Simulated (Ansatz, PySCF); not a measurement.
Gas-phase reaction (SMILES): CO[Si](S)(OC)OC [trimethoxy(sulfanyl)silane] + 7 [H][H] (H2) → 3 C (CH4) + 3 O (H2O) + S (H2S) + [SiH4] (SiH4); energy of full hydrogenation.

Geometries: B3LYP-D3(BJ)/def2-TZVP minima from Ansatz (a quantum-chemistry and plane-wave program), one conformer each, not searched for the lowest. Cores are frozen in the correlated levels unless marked. No spin-orbit coupling. Non-relativistic. CBS(X,Y): correlation extrapolated as X^-3; Hartree-Fock from the larger set. [CCSD(T)-MP2]/basis is that difference in the basis named. Thermal terms are rigid-rotor harmonic-oscillator values from B3LYP-D3(BJ) frequencies (Ansatz or PySCF) at 298.15 K and 1 atm. 1 Eh = 627.5095 kcal/mol.

```csv
species,"E, RI-MP2/CBS(aug-cc-pV(T+d)Z,aug-cc-pV(Q+d)Z)+[CCSD(T)-MP2]/aug-cc-pV(T+d)Z (Ansatz) (Eh)","E, PBE/def2-TZVPD (Ansatz) (Eh)",H - E (Eh)
CO[Si](S)(OC)OC,-1032.69830,-1033.28204,0.15199
[H][H] (H2),-1.17524,-1.16589,0.01336
C (CH4),-40.46129,-40.46301,0.04840
O (H2O),-76.37791,-76.38111,0.02495
S (H2S),-398.97028,-399.22829,0.01881
[SiH4] (SiH4),-291.46108,-291.72111,0.03520
```

Task: Work out ΔE and ΔH at 298.15 K at the first level, then ΔH at the second.

Result: 
1. ΔE = [3×(-40.46129) + 3×(-76.37791) + (-398.97028) + (-291.46108)] - [(-1032.69830) + 7×(-1.17524)] = -0.02398 Eh = -15.0 kcal/mol at RI-MP2/CBS(aug-cc-pV(T+d)Z,aug-cc-pV(Q+d)Z)+[CCSD(T)-MP2]/aug-cc-pV(T+d)Z.
2. The terms H - E add up to 0.02855 Eh, so ΔH = (-0.02398 + (0.02855))×627.5095 = 2.9 kcal/mol.
3. At PBE/def2-TZVPD the same steps give ΔE = -24.2 and ΔH = -6.2 kcal/mol, a shift of -9.1 from the first level.
4. These values are not checked against measurement here, since the tables used lack a sound gas-phase enthalpy of formation for at least one species.
